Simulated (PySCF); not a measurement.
Compounds:

A. SMILES CC#Cc1ccccc1N
B. `c1c(N)ccc2c1C=CC2`
C. SMILES C=N[SiH2]P

Spectrum 1. 1H NMR (500 MHz, computed): δ 7.57 (d, 1H), 7.33 (m, 1H), 6.80 (m, 1H), 6.73 (d, 1H), 4.01 (br s, 2H), 2.32 (s, 3H). 13C{1H} NMR (computed): δ 154.2 (C), 140.1 (CH), 134.6 (CH), 121.4 (CH), 116.2 (CH), 109.9 (C), 99.5 (C), 83.6 (C), 5.9 (CH3).

Spectrum 2. 1H NMR (500 MHz, computed): δ 8.75 (m, 1H), 8.67 (m, 1H), 5.59 (m, 2H), 1.02 (m, 2H). 13C{1H} NMR (computed): δ 172.8 (CH2).

Spectrum 3. 1H NMR (500 MHz, computed): δ 7.50 (d, 1H), 7.01 (d, 1H), 6.85 (s, 1H), 6.72 (m, 1H), 6.58 (d, 1H), 3.40 (m, 2H), 3.36 (br s, 2H). 13C{1H} NMR (computed): δ 151.8 (C), 151.3 (C), 143.2 (CH), 139.6 (CH), 137.6 (C), 129.8 (CH), 113.7 (CH), 109.6 (CH), 42.2 (CH2).

[PySCF: GFN2-xTB geometry; shieldings: GIAO PBE0/pcSseg-1; isolated molecule; single conformer; relativity neglected; equivalent nuclei averaged]

References, each an isolated molecule treated in the same way: 1H (σref 31.72), 13C (σref 186.93) vs TMS. Splittings of carbon signals by F and P are missing where no couplings were computed. Where no couplings were computed, multiplicities follow the n + 1 count of equivalent neighbours, and m marks all less simple cases (inequivalent or close neighbours, rings, F or P nearby). Shifts are as computed. Against solution values, carbons near 30 ppm lie about +3 ppm off and those near 130 ppm about +5 ppm. Of 1211 compounds with measured shifts, 218 miss one by over three times the rms of a fit or turn the order of signals round; such compounds aren't used in these exercises. OH and NH positions are gas-phase values without hydrogen bonding to other molecules.

Problem. Match each spectrum to its structure.

Solution. 1–A, 2–C, 3–B.

- Spectrum 1 (A): 9 13C signals; δC 154.2 is an aromatic carbon bearing nitrogen; δC 134.6 is an aromatic CH.
- Spectrum 2 (C): a single 13C signal, at 172.8 ppm (C=N carbon); δH 8.75 is the hydrogen on a C=N carbon; δH 8.67 is the hydrogen on a C=N carbon.
- Spectrum 3 (B): 9 13C signals; δC 151.3 is an aromatic carbon bearing nitrogen; δC 143.2 is an alkene CH.
